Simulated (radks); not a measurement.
Ru27+, configuration [Ne] 3s2 3p5. All-electron calculation, Dirac Kohn-Sham, LB94 model potential, spin-unpolarised, spherical densities, finite nucleus; open shells fill j = l - 1/2 first; Fermi nuclear charge, rms radius 4.4809 fm. Program: a radial shooting solver on a logarithmic mesh with Libxc functionals.

Unscreened Slater integrals over Kohn-Sham orbitals (eV). Large and small components are both included.

\begin{tabular}{lr}
integral & value \\ \hline
F0(3p3/2,3p3/2) & 68.973 \\
F2(3p3/2,3p3/2) & 34.713 \\
F0(3p3/2,3p1/2) & 69.725 \\
G2(3p3/2,3p1/2) & 34.893 \\
F0(3p3/2,3s1/2) & 68.150 \\
G1(3p3/2,3s1/2) & 44.347 \\
F0(3p3/2,2p3/2) & 91.516 \\
F2(3p3/2,2p3/2) & 22.802 \\
G0(3p3/2,2p3/2) & 9.0347 \\
G2(3p3/2,2p3/2) & 9.8795 \\
F0(3p1/2,3p1/2) & 70.512 \\
F0(3p1/2,3s1/2) & 68.853 \\
G1(3p1/2,3s1/2) & 44.244 \\
F0(3p1/2,2p3/2) & 93.278 \\
G2(3p1/2,2p3/2) & 9.8294 \\
F0(3s1/2,3s1/2) & 67.507 \\
F0(3s1/2,2p3/2) & 88.552 \\
G1(3s1/2,2p3/2) & 8.7612 \\
F0(2p3/2,2p3/2) & 195.74 \\
F2(2p3/2,2p3/2) & 93.199 \\
\end{tabular}
